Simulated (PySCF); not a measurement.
## C₆ coefficients of unlike pairs at TPSSh

Calculated with PySCF 2.14 from the dipole response of each species, C₆(A,B) = (3/π) ∫ α_A(iu) α_B(iu) du, in atomic units, from isotropic polarisabilities. For ions this is the dispersion term alone; charge-induced terms of lower order in 1/R come first.

```tsv
species	configuration	basis	relativity	α (bohr³)	C₆ (like pair)
Al²⁺	[Ne] 3s1 (2S)	aug-cc-pwCVTZ (8s7p5d3f)	none	14.81	41.50
O³⁺	[He] 2s2 2p1 (2P)	aug-cc-pCVTZ-DK with one added diffuse shell each of s, p, d, f type (8s7p5d3f)	spin-free X2C	1.369	1.302
Fe⁺	[Ar] 3d6 4s1 (6D)	x2c-TZVPPall with one added diffuse shell each of s, p, d, f type (7s6p5d3f1g)	spin-free X2C	27.28	140.0
```

Task: Estimate C₆ for Fe⁺ with O³⁺.

Result: The integral gives 11.78. The combination rule 2 C_A C_B / (C_A α_B/α_A + C_B α_A/α_B) gives 11.05 and the geometric mean 13.50.

No spin-orbit coupling is included.

The other pairs:

```
     pair     C₆
Fe⁺, Al²⁺  75.90
O³⁺, Al²⁺  6.128
```
